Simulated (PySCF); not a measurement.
1-chlorocyclopenta-1,3-diene (C₅H₅Cl), SMILES ClC1CC=CC=1.

Geometry: ωB97X-D3(BJ)/def2-SVP. The values are those of a single conformer.

Computed with PBE/def2-TZVP run with PySCF.

The molecule is in vacuum.

| Property | Result |
|---|---|
| total energy | -653.34474 hartree |
| point group | Cs |
| highest occupied level | -5.32 eV |
| lowest empty level | -1.78 eV |
| orbital gap | 3.54 eV |
| dipole moment | 0.265 e·Å |
| quadrupole, principal values (traceless, Buckingham form, about the centre of nuclear charge) | -3.99, -0.89, 4.88 D·Å |
| mean static polarisability | 69.2 bohr³ (10.26 Å³) |
| polarisability, principal values | 43.6, 72.1, 92.0 bohr³ |
